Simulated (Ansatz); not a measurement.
## Abstraction of H: CHCl2F + C2H6Sb → CCl2F + C2H7Sb

Species: CHCl2F (dichlorofluoromethane) `FC(Cl)Cl`, singlet; C2H6Sb `C[CH2][SbH]`, doublet; CCl2F (dichlorofluoromethyl radical) `F[C](Cl)Cl`, doublet; C2H7Sb `C[CH2][SbH2]`, singlet. A radical takes H: the energy is the difference in strength between the C–H bond broken and the Sb–H bond made.

Shapes, held fixed at every level: PBE0-D4/def2-TZVP. Flexible molecules stand in one conformer, not always the lowest. Programs: Ansatz 0.2.0. The zero-point and thermal change to 298 K, harmonic and unscaled (PBE0-D4/def2-TZVP), is -12.2 kJ/mol.

```tsv
level	kind	ΔH(298 K) (kJ/mol)	less CCSD(T)/def2-TZVPP
HF/def2-TZVPP	Hartree–Fock	+122.1	-3.1
PBE-D4/def2-TZVPP	GGA	+108.8	-16.4
r2SCAN-D4/def2-TZVPP	meta-GGA	+108.6	-16.6
wB97M-V/def2-TZVPP	range-separated hybrid	+128.8	+3.6
MP2/def2-SVP	perturbation theory	+135.5	+10.3
MP2/def2-TZVPP	perturbation theory	+135.7	+10.5
CCSD(T)/def2-TZVPP	coupled cluster or CI	+125.2	0.0
```

The highest level, CCSD(T)/def2-TZVPP, gives ΔH(298 K) = +125.2 kJ/mol; the levels span +108.6 to +135.7. The column of differences is taken from that level and isn't an error. No measured value is set beside it here. Open shells run unrestricted unless RO is named. For atoms past krypton def2 sets carry core potentials with scalar relativity. Correlated rows may include outer-core shells of Sb, which these sets cover unevenly.
